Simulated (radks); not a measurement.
Charge is removed step by step from the 2s down level of the nitrogen ion N2+, starting from [He] 2s(up 1, down 1) 2p1. All-electron calculation, non-relativistic Kohn-Sham, r2SCAN, spin-polarised, spherical densities, point nucleus; open shells are filled with parallel spins first; meta-GGA in the generalised Kohn-Sham scheme. Program: a radial shooting solver on a logarithmic mesh with Libxc functionals.

removed (e),E - E(0) (eV),eigenvalue (eV)
0,0.000,-48.106
0.25,12.481,-51.728
0.5,25.847,-55.144
0.75,40.016,-58.099

The mean slope of the eigenvalue, de/dn, is 13.3 eV per electron.
